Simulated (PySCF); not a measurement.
HO4S, charge -1, multiplicity 1. Atoms are numbered in the order given.

```xyz
6

O     -0.8159     0.3626    -1.2401
S     -0.1409    -0.0562     0.0000
O      0.3644    -1.4529     0.0000
O     -0.8159     0.3626     1.2401
O      1.3029     0.8240     0.0000
H      1.9701     0.1288     0.0000
```
Charge -1, spin multiplicity 1.

Geometry: PBE0-D3(BJ)/def2-SVPD. The spin state was assumed, not searched. The isomer is the one that the SMILES or the coordinates give; other isomers of the formula were not compared. The values are those of a single conformer.

These are PBE/def2-SVPD (PySCF) values and carry that method's errors.

Symmetry labels are those of the subgroup Cs that the program uses (full group Cs).

Computed valence orbital energies around the gap with their symmetry:
| orbital | symmetry | energy (eV) |
|---|---|---|
| HOMO−7 | A' | -5.63 |
| HOMO−6 | A" | -3.70 |
| HOMO−5 | A" | -3.13 |
| HOMO−4 | A' | -3.13 |
| HOMO−3 | A' | -3.06 |
| HOMO−2 | A' | -2.05 |
| HOMO−1 | A" | -1.61 |
| HOMO | A" | -1.03 |
| LUMO | A' | 3.46 |
| LUMO+1 | A' | 4.58 |
| LUMO+2 | A' | 4.83 |
| LUMO+3 | A" | 4.85 |
